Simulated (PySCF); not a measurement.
BCl₂, SMILES Cl[B]Cl (connectivity only; charge and spin as stated), charge +1, multiplicity 1. The structure is a stationary point at PBE-D3(BJ)/def2-TZVP. The spin state was assumed, not searched. The isomer is the one that the SMILES or the coordinates give; other isomers of the formula were not compared.

These are PySCF with PBE-D3(BJ)/def2-TZVP values and carry that method's errors.

Harmonic wavenumbers (cm⁻¹): 316, 316, 551, 1454. Rotational constants (GHz): 2.719 (linear); symmetry number 2.

Question: Work out the zero-point energy and the ideal-gas rigid-rotor harmonic-oscillator thermochemistry at 298.15 K and 1 atm.

Answer: ZPE = ½ Σ hcν = ½ × 2637 cm⁻¹ = 15.78 kJ/mol. H − E(el) = 27.06 kJ/mol. Entropy in J/(mol K): translation 163.66, rotation 66.86, vibration 13.45, total 243.96. G − E(el) = -45.67 kJ/mol. Cp = 47.97 J/(mol K).
